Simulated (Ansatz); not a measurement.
Steps of a relaxation of CH9NSi2, SMILES `NC[SiH2][SiH3]` with RKS PBE0-D4/def2-TZVP.

```sh
$ ansatz run in.yaml --threads 4 --pin off --events-out ev --progress --plain --max-ram 10444MiB
```

```yaml
crystal:
  periodic: [false, false, false]
  atoms:
    - {symbol: N, position_ang: [-1.420558, 0.852797, 1.813916]}
    - {symbol: C, position_ang: [-1.102871, 0.344327, 0.480009]}
    - {symbol: Si, position_ang: [0.726212, -0.203450, 0.400887]}
    - {symbol: Si, position_ang: [1.306288, -0.871038, -1.782251]}
    - {symbol: H, position_ang: [-2.422353, 1.073712, 1.889088]}
    - {symbol: H, position_ang: [-0.925347, 1.737708, 1.981492]}
    - {symbol: H, position_ang: [-1.312425, 1.033482, -0.380954]}
    - {symbol: H, position_ang: [-1.706588, -0.569409, 0.282549]}
    - {symbol: H, position_ang: [0.980543, -1.327806, 1.369532]}
    - {symbol: H, position_ang: [1.603501, 0.959191, 0.800340]}
    - {symbol: H, position_ang: [0.459230, -2.038924, -2.220109]}
    - {symbol: H, position_ang: [2.753229, -1.281993, -1.862153]}
    - {symbol: H, position_ang: [1.081540, 0.256502, -2.757547]}
basis:
  gaussian: {orbitals: def2-TZVP}
hamiltonian: {xc: pbe0, dispersion: d4}
relax: {f_tol: 0.005, max_steps: 150}
```

Positions (Å) and forces (eV/Å) along the path, 7 of 7 steps:

```xyz
13
step=1 energy=-18420.4194 eV
N    -1.421    0.853    1.814   -0.326    0.688   -0.120
C    -1.103    0.344    0.480   -0.019   -0.262   -0.467
Si    0.726   -0.203    0.401   -0.061    0.094    0.155
Si    1.306   -0.871   -1.782    0.028   -0.059   -0.174
H    -2.422    1.074    1.889    0.590   -0.156   -0.053
H    -0.925    1.738    1.981   -0.252   -0.562   -0.083
H    -1.312    1.033   -0.381    0.078   -0.294    0.548
H    -1.707   -0.569    0.283    0.270    0.451    0.155
H     0.981   -1.328    1.370   -0.058    0.230   -0.202
H     1.604    0.959    0.800   -0.174   -0.229   -0.076
H     0.459   -2.039   -2.220    0.179    0.244    0.088
H     2.753   -1.282   -1.862   -0.304    0.088    0.026
H     1.082    0.257   -2.758    0.048   -0.234    0.204
13
step=2 energy=-18420.4597 eV
N    -1.419    0.849    1.800   -0.125    0.289   -0.015
C    -1.095    0.334    0.475    0.026   -0.086   -0.185
Si    0.725   -0.199    0.397   -0.115    0.030    0.066
Si    1.297   -0.867   -1.773    0.029   -0.017   -0.076
H    -2.407    1.083    1.865    0.181   -0.074   -0.006
H    -0.911    1.712    1.977   -0.060   -0.193   -0.004
H    -1.309    1.025   -0.365    0.032   -0.103    0.164
H    -1.699   -0.567    0.286    0.104    0.128    0.045
H     0.977   -1.314    1.356   -0.007    0.054   -0.045
H     1.592    0.955    0.795   -0.049   -0.053   -0.023
H     0.461   -2.025   -2.210    0.039    0.059    0.029
H     2.732   -1.272   -1.846   -0.070    0.019    0.003
H     1.076    0.250   -2.740    0.012   -0.054    0.047
13
step=3 energy=-18420.4642 eV
N    -1.420    0.852    1.796   -0.005    0.038   -0.019
C    -1.096    0.331    0.473    0.020   -0.014   -0.003
Si    0.715   -0.201    0.394    0.001    0.027    0.009
Si    1.301   -0.864   -1.774   -0.019   -0.007    0.003
H    -2.401    1.094    1.861   -0.008   -0.016    0.002
H    -0.898    1.699    1.983    0.023   -0.021    0.013
H    -1.310    1.017   -0.361   -0.006    0.009   -0.011
H    -1.695   -0.567    0.291   -0.019   -0.016    0.003
H     0.972   -1.310    1.352    0.003   -0.006    0.003
H     1.575    0.953    0.787    0.008    0.011    0.012
H     0.465   -2.019   -2.202   -0.001   -0.009   -0.016
H     2.731   -1.269   -1.846    0.004   -0.001    0.010
H     1.082    0.248   -2.739   -0.002    0.005   -0.004
13
step=4 energy=-18420.4646 eV
N    -1.420    0.850    1.792   -0.009    0.003   -0.013
C    -1.095    0.329    0.470    0.012    0.008    0.038
Si    0.717   -0.196    0.396   -0.013   -0.015   -0.016
Si    1.295   -0.865   -1.773    0.012    0.009    0.008
H    -2.399    1.097    1.856   -0.014    0.001    0.005
H    -0.890    1.689    1.988    0.016   -0.001    0.008
H    -1.309    1.016   -0.364   -0.007    0.013   -0.021
H    -1.693   -0.569    0.288   -0.007   -0.017   -0.003
H     0.975   -1.305    1.352    0.003   -0.005    0.008
H     1.574    0.960    0.793    0.004    0.006   -0.006
H     0.463   -2.021   -2.209   -0.007   -0.005    0.005
H     2.725   -1.268   -1.838    0.010   -0.004   -0.006
H     1.077    0.248   -2.738    0.001    0.007   -0.008
13
step=5 energy=-18420.4648 eV
N    -1.421    0.851    1.793   -0.003    0.000   -0.011
C    -1.097    0.329    0.470   -0.002    0.008    0.023
Si    0.715   -0.197    0.395   -0.003   -0.007   -0.009
Si    1.297   -0.865   -1.773    0.003    0.003    0.003
H    -2.400    1.103    1.856   -0.002    0.001    0.001
H    -0.885    1.686    1.992    0.006   -0.003    0.004
H    -1.312    1.014   -0.365   -0.003    0.004   -0.009
H    -1.696   -0.570    0.290    0.000   -0.007   -0.002
H     0.974   -1.305    1.352    0.003   -0.001    0.003
H     1.572    0.960    0.790    0.000    0.003   -0.001
H     0.465   -2.020   -2.207   -0.002   -0.002    0.000
H     2.728   -1.268   -1.839    0.003   -0.001    0.000
H     1.080    0.248   -2.739    0.001    0.002   -0.003
13
step=6 energy=-18420.4650 eV
N    -1.423    0.850    1.793    0.001    0.000   -0.007
C    -1.100    0.327    0.471    0.008    0.004    0.009
Si    0.713   -0.196    0.393   -0.006    0.005    0.000
Si    1.299   -0.864   -1.774   -0.001    0.000   -0.001
H    -2.399    1.113    1.855   -0.001    0.001    0.003
H    -0.877    1.678    1.996    0.000   -0.003    0.000
H    -1.317    1.011   -0.365    0.001    0.001   -0.002
H    -1.698   -0.573    0.292   -0.004   -0.007   -0.002
H     0.976   -1.303    1.352    0.000    0.000    0.000
H     1.566    0.964    0.787    0.000   -0.002   -0.002
H     0.465   -2.019   -2.209    0.000    0.000    0.000
H     2.729   -1.270   -1.836    0.000    0.000    0.001
H     1.086    0.248   -2.741    0.001    0.000    0.000
13
step=7 energy=-18420.4650 eV
N    -1.423    0.849    1.793    0.001    0.000    0.000
C    -1.101    0.327    0.471    0.001   -0.001    0.002
Si    0.712   -0.195    0.392   -0.001    0.000   -0.001
Si    1.299   -0.864   -1.774   -0.001    0.000    0.000
H    -2.398    1.114    1.855   -0.002    0.000    0.000
H    -0.876    1.675    1.998    0.001    0.000    0.000
H    -1.318    1.011   -0.365    0.000    0.000    0.000
H    -1.699   -0.574    0.292    0.000    0.000   -0.001
H     0.977   -1.301    1.352    0.000    0.000    0.000
H     1.565    0.965    0.785    0.000    0.000    0.000
H     0.464   -2.018   -2.210    0.000    0.000    0.000
H     2.729   -1.272   -1.834    0.000    0.000    0.001
H     1.089    0.248   -2.742    0.000    0.000    0.000
```

Hardware: 4 threads of an Arm Neoverse V2 on a shared host. Wall time 25 s, peak host memory 0.47 GiB.
